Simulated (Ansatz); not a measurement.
Job for Ansatz (a first-principles code): R-CCSD(T)/cc-pV(D+d)Z on CH7PSi (SMILES C[SiH2]P), a point of a torsion scan. Files ending in .json are basis or fitting sets from the Basis Set Exchange.

Ansatz 0.2 input:
```yaml
crystal:
  periodic: [false, false, false]
  atoms:
    - {symbol: C, position_ang: [-1.25737895, 0.63762691, -0.11262972]}
    - {symbol: Si, position_ang: [-0.06242374, -0.82476311, 0.07584996]}
    - {symbol: P, position_ang: [2.02141398, 0.02384437, 0.01379950]}
    - {symbol: H, position_ang: [-2.29055887, 0.30860945, -0.06682837]}
    - {symbol: H, position_ang: [-1.10418958, 1.36869157, 0.67679708]}
    - {symbol: H, position_ang: [-1.11188188, 1.14667462, -1.06181512]}
    - {symbol: H, position_ang: [-0.26818990, -1.49218793, 1.36763803]}
    - {symbol: H, position_ang: [-0.28139470, -1.81322072, -0.98895200]}
    - {symbol: H, position_ang: [2.57383953, -0.94828241, 0.82691947]}
    - {symbol: H, position_ang: [2.40683739, -0.63884747, -1.13640812]}
basis:
  gaussian:
    orbitals: cc-pV_D+d_Z.json
magnetization: {spin_polarized: false}
correlation: {method: ccsd_t, electrons: outside_noble_gas}
scf: {lower_state_search: off}
```

The log:

```
WARN ansatz: RAYON_NUM_THREADS=1 ignored (pool sized by the plan → 1); use --threads N
Functional definition: HF
these checks for a lower state are left out or cut short: stability, starts, cluster_reference, orbital_swaps, neighbouring_geometries, increment
integrals: 0.11 GiB planned
916 factors; integrals over basis functions are off by at most 1.1e-3 eV
mean field: 0.25 GiB planned
mean field evaluation 1: about -18274.0849 eV, gradient 2.3e1 eV
mean field evaluation 2: about -18274.1346 eV, gradient 2.3e1 eV
mean field evaluation 4: about -18275.9356 eV, gradient 2.6e0 eV
mean field evaluation 8: about -18275.9698 eV, gradient 9.8e-2 eV
mean field -18275.96986054 eV, -671.6295044775 hartree, gradient 6.0e-6 eV, S^2 0.000000; 0 other end points of the search recorded, 0 dependent functions left out
11 core orbitals not correlated
reference -18275.96986054 eV, -671.6295044775 hartree; 10, 10 occupied and 74, 74 virtual orbitals, 916 factors
second order -10.24490413 eV of doubles, -0.00000000 eV of singles
coupled cluster: 0.29 GiB planned
cycle   1  -11.42924497 eV  change    -1.2e0 eV  update   8.0e-2
cycle   2  -11.84326020 eV  change   -4.1e-1 eV  update   2.6e-2
cycle   3  -11.87164035 eV  change   -2.8e-2 eV  update   7.0e-3
cycle   4  -11.86967894 eV  change    2.0e-3 eV  update   2.3e-3
cycle   5  -11.86895492 eV  change    7.2e-4 eV  update   6.9e-4
cycle   6  -11.86879913 eV  change    1.6e-4 eV  update   2.2e-4
cycle   7  -11.86880271 eV  change   -3.6e-6 eV  update   6.6e-5
cycle   8  -11.86880966 eV  change   -6.9e-6 eV  update   2.2e-5
perturbative correction -0.32792502 eV, -0.0120510223 hartree
Total energy: -18288.16659522 eV, -672.0777262099 hartree
Checks for a lower state left out: stability, starts, cluster_reference, orbital_swaps, neighbouring_geometries, increment
```

Self-consistency was reached.

Cost: around 5 core-seconds (rough).
